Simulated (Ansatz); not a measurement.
Gas-phase reaction in SMILES: [B]F → [B][F+] + e-
Geometries: B3LYP-D3(BJ)/def2-TZVP minima from Ansatz (a first-principles code).

Wanted: adiabatic ionisation energy (electronic energy difference), in eV. Valence correlation only, unless marked. Open shells are spin-unrestricted. Spin-orbit coupling is left out. Non-relativistic. Basis-set limits of correlation are two-point, X^-3; Hartree-Fock from the larger set (for Q and 5 zeta extrapolated as (X+1)exp(-9√X)).

CCSD(T)/CBS(cc-pVQZ,cc-pV5Z) (Ansatz) gives 11.09 eV.

### Question
Another calculation gave 10.83 eV. Which level was it?
A. wB97X/def2-TZVPD (Ansatz)
B. PBE/def2-TZVPD (Ansatz)
C. r2SCAN/def2-TZVPD (Ansatz)

### Answer
B, PBE/def2-TZVPD (Ansatz). The others give 10.67 (r2SCAN), 10.98 (wB97X) eV.
